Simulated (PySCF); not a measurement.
Molecule: SMILES [CH3][Zn][CH3]. Atoms near the plane z = 0.0 Å, at the CAM-B3LYP/def2-SVP optimised geometry (x, y, z in Å): C1 (1.9, 0.0, 0.0), Zn2 (0.0, 0.0, 0.0), C3 (-1.9, 0.0, 0.0), H4 (2.3, -0.2, -1.0), H5 (2.3, -0.7, 0.7), H6 (2.3, 1.0, 0.3), H7 (-2.3, 0.2, 1.0), H8 (-2.3, 0.8, -0.7), H9 (-2.3, -1.0, -0.3).

Level of theory: CAM-B3LYP/def2-TZVP (PySCF 2.14.0). Cells within 0.4 Å of a nucleus heavier than hydrogen are left out (blank, or x). The values are rescaled to run from 0 to 1.

```
|333333333333333333333333333|
|333333333333333333333333333|
|333333333333333333333333333|
|333333333333333333333333333|
|333333333333333333333333333|
|333333333333333333333333333|
|333333333333333333333333333|
|333333333333333333333333333|
|333333333333333333333333333|
|333333333333333333333333333|
|333333333333333333321333333|
|333333333334898433301333333|
|3333332x82389x99326x2333333|
|3333333xx039xxx930xx3333333|
|3333332x72399x99328x2333333|
|333333113334999433333333333|
|333333223333333333333333333|
|333333333333333333333333333|
|333333333333333333333333333|
|333333333333333333333333333|
|333333333333333333333333333|
|333333333333333333333333333|
|333333333333333333333333333|
|333333333333333333333333333|
|333333333333333333333333333|
|333333333333333333333333333|
|333333333333333333333333333|
```
Scale: ten equal steps from 0.000 (start of '0') to 1.00 (end of '9'), in the order '0123456789'; x runs from -4.50 to 4.50, y from -4.50 (bottom) to 4.50 (top).

### Question
Which quantity is mapped?
A. electrostatic potential
B. Laplacian of the electron density
C. log10 of the electron density
D. deformation density (molecule minus spherical neutral atoms)

### Answer
B, Laplacian of the electron density. In full: Laplacian of the electron density (e/bohr⁵), clipped to [-1.50, 1.50].
